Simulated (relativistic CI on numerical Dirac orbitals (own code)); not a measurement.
What each ingredient does to the levels of Cu5+

Base calculation: Dirac-Coulomb-Breit CI, KLI orbitals optimised for each configuration, a model potential for QED, valence Slater integrals scaled by 0.85, P86 correlation energy added to each configuration.

Configuration list (outside the closed core [Ne]): 3s2 3p6 3d6, 3s2 3p6 3d5 4s, 3s2 3p5 3d7, 3s2 3p6 3d5 4p, 3s2 3p6 3d5 4d, 3s2 3p4 3d8, 3s2 3p6 3d5 5s, 3s2 3p6 3d5 5p, 3s 3p6 3d7, 3s2 3p6 3d5 4f, 3s2 3p6 3d4 4s2, 3s2 3p6 3d5 5d, 3s2 3p6 3d5 6s, 3s2 3p6 3d5 6p, 3s2 3p6 3d5 5f, 3s2 3p6 3d5 5g, 3s2 3p6 3d4 4s 4p, 3s2 3p6 3d5 6d, 3s2 3p6 3d4 4p2, 3s2 3p6 3d4 4s 4d, 3s2 3p5 3d6 4s, 3p6 3d8, 3s2 3p6 3d4 4p 4d, 3s2 3p5 3d6 4p. Levels of other configurations are missing.

Variants: (1) no correlation estimate; (2) valence Slater integrals scaled by 0.75; (3) QED terms removed; (4) Breit term removed. Shifts of the energy above 3s2 3p6 3d6 5D_4, in cm⁻¹, for the lowest level and the first level of each name with at least 55 % of one term (blank where a level changes its place among those of its configuration and J or its character, or is not in the variant):

```
           Level     Base   Δ(1)     Δ(2)   Δ(3)    Δ(4)  Measured
3s2 3p6 3d6 5D_4      0.0    0.0      0.0    0.0     0.0       0.0
3s2 3p6 3d6 5D_3   1176.8   -0.1     +6.5   -4.7   +19.0    1195.8
3s2 3p6 3d6 5D_2   1942.4   -0.2     -1.2   -7.3   +25.9    1986.8
3s2 3p6 3d6 5D_1   2427.8   -0.2     -5.5   -8.9   +29.6    2489.6
3s2 3p6 3d6 5D_0   2663.0   -0.3     -8.0   -9.7   +31.4    2733.4
3s2 3p6 3d6 3P_2  25689.9   +0.8  -2500.8   +2.5  -122.8   29285.0
3s2 3p6 3d6 3P_1  29050.1   +0.7  -2496.0  -11.2   +89.6   32684.9
3s2 3p6 3d6 3H_6  29497.7  +10.3  -3486.1   -2.3  +239.1   30417.6
3s2 3p6 3d6 3F_4  29514.1   +5.3  -3332.0   +2.3   -53.7   32756.0
3s2 3p6 3d6 3H_5  30039.5  +10.1  -3502.9   -3.1  +128.4   31009.2
3s2 3p6 3d6 3P_0  30141.7   +0.5  -2565.3  -13.6  +160.4   33867.8
3s2 3p6 3d6 3F_3  30576.6   +3.7  -3182.6   -3.5   +18.4   33295.8
3s2 3p6 3d6 3H_4  30783.8   +8.6  -3373.9   -6.4   +94.2   31287.6
3s2 3p6 3d6 3F_2  30999.8   +3.6  -3174.7   -5.1   +33.9   33739.6
```

At this charge configurations can still be misplaced by up to about 7 % of their energy. 62 of the 63 excited levels that our extract of the measured tables holds in this range could be paired (the sources list more); they are missed by 3904 cm⁻¹ on average and 8985 at most, and levels without a partner can miss by more.

Measured levels: Sugar and Musgrove, J. Phys. Chem. Ref. Data 19, 527 (1990).

Ionisation energy from the two ground configurations alone: base 104.202 eV; no correlation estimate 102.719 eV; valence Slater integrals scaled by 0.75 104.665 eV. The NIST ASD value (semi-empirical) is 103 eV.
